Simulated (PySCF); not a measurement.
# Simulated absorption spectrum

Species: C3H4Cl2OSi.
Geometry (GFN2-xTB, Å), atoms numbered from 1 in this order:
```
atom  x, y, z in Å
C1     1.735    0.888    0.662
C2     0.543    0.430    0.351
O3    -0.606    1.209    0.220
Si4   -1.691   -0.044    0.052
Cl5   -2.713    0.039   -1.653
C6     0.015   -0.951    0.079
Cl7    0.366   -2.123    1.368
H8     1.901    1.934    0.842
H9     2.569    0.217    0.747
H10   -2.508   -0.218    1.234
H11    0.395   -1.380   -0.848
```

Computed with TDDFT PBE0/def2-SVPD, vertical, gas phase, core orbitals frozen in the response (PySCF).

Computed states:

```
state  E (eV)       f
   S1    5.46   0.016
   S2    5.69   0.057
   S3    6.20   0.011
   S4    6.46   0.028
   S5    6.58   0.020
   S6    6.64   0.023
   S7    6.65   0.089
   S8    7.06  0.0059
```

Broadening: Gaussians 0.25 eV wide at half height, area fixed by f = 4.319×10⁻⁹ ∫ε dν̃. The width is an assumption, not a result. The curve ends short of the highest state used, and states not computed would add to its high-energy end.

Problem. What does the envelope look like, and where are its maxima?

Solution. 
```
λ (nm)  ε (L mol⁻¹ cm⁻¹)
 191.9              6914
 192.9              5247
 193.8              4042
 194.7              3108
 195.7              2364
 196.6              1924
 197.6              1632
 198.5              1482
 199.5              1366
 200.4              1259
 201.4              1107
 202.3               940
 203.3               736
 204.2               561
 205.1               414
 206.1               304
 207.0               267
 208.0               315
 208.9               459
 209.9               759
 210.8              1177
 211.8              1818
 212.7              2541
 213.6              3363
 214.6              4310
 215.5              5098
 216.5              5788
 217.4              6168
 218.4              6277
 219.3              6105
 220.3              5674
 221.2              5150
 222.1              4576
 223.1              3960
 224.0              3469
 225.0              3013
 225.9              2676
 226.9              2359
 227.8              2102
 228.8              1829
 229.7              1585
 230.6              1342
 231.6              1081
 232.5               862
 233.5               646
 234.4               481
 235.4               334
 236.3               233
 237.3               150
 238.2                98
 239.2                59
 240.1                36
 241.0                21
 242.0                12
 242.9                 6
 243.9                 3
```

Maxima: 218 nm (5.68 eV), ε about 6300, made up of S2 (97%) (ε in L mol⁻¹ cm⁻¹; maxima over ε = 5, shares over 10%). At its high-energy end, 6.46 eV, the curve is still rising (ε about 6900, from S4, S5 and S7).

Problem. What would ε be at 5.68 eV, the highest of these maxima, with half the width (0.125 eV)?

Solution. About 12100 L mol⁻¹ cm⁻¹ against 6280, a factor of about 1.9; a lone state at its own centre would give exactly 2.

Problem. On this curve, what absorbance would a 10⁻⁴ mol/L sample give at 193 nm over a 1 cm path?

Solution. 193 nm is 6.424 eV, where ε is about 5100 L mol⁻¹ cm⁻¹, so A = ε c l ≈ 0.51 (Beer–Lambert, with the gas-phase spectrum and the assumed width).

Problem. Coming from long wavelengths, where does ε first pass 100 L mol⁻¹ cm⁻¹?

Solution. At about 238 nm (5.21 eV), 0.25 eV below S1.
